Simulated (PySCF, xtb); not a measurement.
Zn(OMe)(SH) (CH4OSZn), SMILES C[O][Zn][SH].

GFN2-xTB (xtb) at its own geometry gives an orbital gap of 2.58 eV and a dipole moment of 3.58 D.

Geometry: B3LYP-D3(BJ)/def2-SVP. The structure was generated by enumeration; whether it is a known compound was not checked. One conformer was computed; it need not be the lowest.

### Question
What does ωB97X/def2-TZVP run with PySCF give? (The exact figures need the calculation; the answer reports its results.)

### Answer
gap 10.68 eV (levels -9.85 and 0.83 eV), dipole 1.31 D.
